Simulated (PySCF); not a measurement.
**SMILES [NH2][SnH2][NH2], H6N2Sn: coupling constants with relativity**

Cartesian coordinates in Å; atom numbers follow the order of the lines, from 1:
```xyz
9

N     1.707    0.099    0.284
Sn   -0.199    0.797    0.096
N    -1.489   -0.745   -0.303
H     1.761   -0.747    0.849
H     2.149   -0.106   -0.610
H    -0.698    1.416    1.611
H    -0.122    1.992   -1.139
H    -2.445   -0.550   -0.012
H    -1.520   -1.024   -1.281
```

Calculated values (PySCF integrals, density fitting): indirect couplings, PBE0/pcJ-1 (dyall-v2z on Sn), no solvent, finite nuclei, structure from PBE0-D3(BJ)/def2-SVP.

Non-relativistic values:
```tsv
coupling	atoms	J (Hz)
1J(119Sn,15N)	Sn2 – N1/N3	-39.1
1J(119Sn,1H)	Sn2 – H6/H7	-1675.9
2J(119Sn,1H)	Sn2 – H4/H5/H8/H9	24.4
```

**Question.** What do two-component X2C with spin–orbit coupling give?

**Answer.** 
```
     coupling              atoms  with spin–orbit (Hz)
1J(119Sn,15N)        Sn2 – N1/N3                -108.1
 1J(119Sn,1H)        Sn2 – H6/H7               -2235.1
 2J(119Sn,1H)  Sn2 – H4/H5/H8/H9                  29.9
```

The largest listed coupling, 1J(119Sn,1H), ends at 1.33 times its non-relativistic value. Equivalent partners are averaged, as under fast rotation. In the static structure 2J(119Sn,1H) spreads over 48.7, 39.0, 8.6, 23.3 Hz.
